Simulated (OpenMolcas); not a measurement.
RbNa (SMILES [Na][Rb]): the vertical ionisation energy from total energies

RbNa: 2 atoms, total charge 0, spin state singlet. As SMILES, `[Na][Rb]`. The coordinates come from a PBE0-D4/def2-TZVP relaxation.

```xyz
2

Na    0.0000    0.0000   -0.2110
Rb    0.0000    0.0000    3.4891
```

Both states at this one shape; open shells run unrestricted unless said. 1 Eh = 27.2114 eV.

```
                                                                            level     program  singlet RbNa (Eh)  doublet RbNa+ (Eh)
                                                 M06-L/def2-TZVP (core potential)  OpenMolcas        -186.351960         -186.829067
                                                M06-2X/def2-TZVP (core potential)  OpenMolcas        -186.296021         -186.127400
CCSD(T)/def2-TZVP (core potential), open shells restricted, 1 core orbital frozen  OpenMolcas        -185.924077         -185.765360
```

Task: Work out the vertical ionisation energy at each level.

Result: 
1. M06-L/def2-TZVP (core potential): -186.829067 − (-186.351960) = -0.477107 Eh = -12.98 eV.
2. M06-2X/def2-TZVP (core potential): -186.127400 − (-186.296021) = 0.168621 Eh = 4.59 eV.
3. CCSD(T)/def2-TZVP (core potential), open shells restricted: -185.765360 − (-185.924077) = 0.158717 Eh = 4.32 eV.

No measured value is set beside it here; the levels span -12.98 to 4.59 eV. The reference of the second state is spin-contaminated at M06-L/def2-TZVP (core potential) (⟨S²⟩ = 0.87).
